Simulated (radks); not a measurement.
S2+, 14 electrons, occupied as [Ne] 3s2 3p2. Calculated with a radial shooting solver on a logarithmic mesh with Libxc functionals: scalar-relativistic Kohn-Sham, exchange-only LDA, spin-polarised, spherical densities, point nucleus; open shells are filled with parallel spins first.

Unscreened Slater integrals over Kohn-Sham orbitals (cm^-1). They are taken over the spin-up orbitals.

integral,value
"F0(3p,3p)",112200
"F2(3p,3p)",57012
"F0(3p,3s)",118120
"G1(3p,3s)",78615
"F0(3p,2p)",152450
"F2(3p,2p)",26664
"G0(3p,2p)",10955
"G2(3p,2p)",10892
"F0(3p,2s)",150610
"G1(3p,2s)",8414.7
"F0(3s,3s)",125140
"F0(3s,2p)",166160
"G1(3s,2p)",12867
"F0(3s,2s)",164640
"G0(3s,2s)",10283
"F0(2p,2p)",454710
"F2(2p,2p)",210000
"F0(2p,2s)",429970
"G1(2p,2s)",254370
"F0(2s,2s)",413670

Derived for the open shells (J is the average intra-shell exchange parameter used in DFT+U). 3p: J = F2/5 = 11400 cm^-1; in LS coupling 1D lies 6 F2/25 = 13680 cm^-1 above 3P.
